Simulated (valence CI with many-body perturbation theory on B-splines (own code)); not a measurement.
The numbers below are computed, except where a source is named.
## Hyperfine factors and g values of Gd XLII

Level of theory: valence CI with perturbative core correlation (CI+MBPT): five valence electrons over a frozen Dirac-Fock core [Ar], radial functions for each j: 7 s, 7 p, 8 d, 6 f, 4 g, 1 h, with the one-electron correlation potential Σ1, the two-electron term Σ2, the three-electron term Σ3, Breit, model QED; selected CI, second order for the rest (own B-spline code, finite nucleus).

No measured spectrum was set against this ion. As an estimate, large intervals hold to a few tenths of a per cent, small ones and those within an open d or f shell to about a per cent. Only levels of the ground parity were solved; by the run's estimate the other parity begins above the list, which can be wrong where configurations are misplaced.

A/g_I is the dipole constant over the nuclear g factor μ/I (μ in nuclear magnetons, uniformly magnetised nucleus), B/Q the quadrupole constant per barn. Both hold the static response of the core; the bare values leave it out. Large factors of s and p1/2 electrons are usually good to 5 to 10 %; those of open d and f shells near neutrality can be off by tens of per cent, and small factors of p3/2, d and f electrons come from cancelling terms and can be off by a factor of two or in sign, in half-filled shells by more. B is blank for J = 1/2, where it vanishes, and for nearly pure S terms. Energies count from the lowest level.

Levels are named by their leading jj configuration (3d3/2^4 stands for four electrons in 3d with j = 3/2), which in mixed levels can hold well under half, so a name can repeat and another be missing. Letters in brackets count levels of one name in rising energy.

```tsv
Level	E (cm⁻¹)	g	A/g_I (MHz)	A/g_I bare	B/Q (MHz/b)	B/Q bare
(3d3/2^4 3d5/2) J=5/2	0	1.396	18300	19100	32500	32900
(3d3/2^3 3d5/2^2) J=5/2 [a]	204430	1.321	13500	14200	17800	18000
(3d3/2^3 3d5/2^2) J=7/2 [a]	286450	1.152	25800	26200	41100	41700
(3d3/2^3 3d5/2^2) J=3/2 [a]	295550	1.206	31000	31500	34400	34900
(3d3/2^3 3d5/2^2) J=11/2	297300	1.119	32300	32600	-41.8	-106
(3d3/2^3 3d5/2^2) J=9/2	328570	1.141	29000	29300	41300	41800
(3d3/2^3 3d5/2^2) J=5/2 [b]	346940	1.143	29700	30000	2150	2200
(3d3/2^3 3d5/2^2) J=1/2	361000	1.848	-16000	-14300		
(3d3/2^3 3d5/2^2) J=7/2 [b]	383310	1.093	34700	35000	-41500	-42100
(3d3/2^3 3d5/2^2) J=3/2 [b]	472190	0.793	55500	55200	-39100	-39700
(3d3/2^2 3d5/2^3) J=5/2 [a]	487570	1.255	13400	14000	2510	2550
(3d3/2^2 3d5/2^3) J=7/2 [a]	537710	1.212	22000	22500	-4370	-4440
(3d3/2^2 3d5/2^3) J=11/2	543800	1.079	32100	32400	1260	1280
(3d3/2^2 3d5/2^3) J=9/2 [a]	557790	1.142	27700	28100	-6280	-6380
(3d3/2^2 3d5/2^3) J=13/2	578760	1.069	34300	34500	-62.2	-56.8
(3d3/2^2 3d5/2^3) J=1/2 [a]	579710	0.527	82100	81200		
(3d3/2^2 3d5/2^3) J=3/2 [a]	589290	1.180	27000	27400	2410	2430
(3d3/2^2 3d5/2^3) J=5/2 [b]	601120	1.019	37100	37200	-6730	-6810
(3d3/2^2 3d5/2^3) J=9/2 [b]	636760	1.100	31400	31700	1790	1820
(3d3/2^2 3d5/2^3) J=7/2 [b]	653180	0.984	41700	41800	-1390	-1410
(3d3/2^2 3d5/2^3) J=5/2 [c]	664490	1.041	35600	35700	7500	7590
(3d3/2^2 3d5/2^3) J=3/2 [b]	677910	0.828	51900	51700	4060	4140
(3d3/2^2 3d5/2^3) J=7/2 [c]	707520	1.041	37700	37800	3320	3370
(3d3/2^2 3d5/2^3) J=1/2 [b]	709330	1.804	-16700	-15100		
(3d3/2^2 3d5/2^3) J=9/2 [c]	763620	1.105	31100	31400	23400	23700
(3d3/2 3d5/2^4) J=5/2 [a]	812980	1.243	16700	17300	-21200	-21500
(3d3/2^2 3d5/2^3) J=3/2 [c]	870420	1.165	26100	26500	-18600	-18900
(3d3/2 3d5/2^4) J=7/2 [a]	873180	1.186	24300	24800	-52600	-53400
(3d3/2^2 3d5/2^3) J=5/2 [d]	880210	1.134	25200	25600	20200	20500
(3d3/2 3d5/2^4) J=11/2	886140	1.065	33400	33600	-1310	-1260
(3d3/2 3d5/2^4) J=3/2 [a]	898790	0.960	36500	36500	-38000	-38500
(3d3/2 3d5/2^4) J=9/2	939780	1.110	29700	30000	-60100	-61000
(3d3/2 3d5/2^4) J=5/2 [b]	970100	1.111	29500	29800	4860	4940
(3d3/2 3d5/2^4) J=7/2 [b]	990400	0.991	37900	37900	55400	56200
(3d3/2 3d5/2^4) J=1/2	1054500	1.126	-3910	-3550		
(3d3/2 3d5/2^4) J=3/2 [b]	1151500	0.878	53900	53800	54800	55600
(3d5/2^5) J=5/2	1214700	1.147	24000	24400	-59600	-60400
```

**Question.** Take the isotope of mass number 157, with I = 3/2, μ = -0.3398 μN and Q = 1.35 b. What is the hyperfine structure of (3d3/2^3 3d5/2^2) J=11/2?

**Answer.** From the table A = -7310 MHz, B = -56.4 MHz. Shifts from the centre of gravity in MHz: F = 4: 71200, F = 5: 34700, F = 6: -9120, F = 7: -60300.
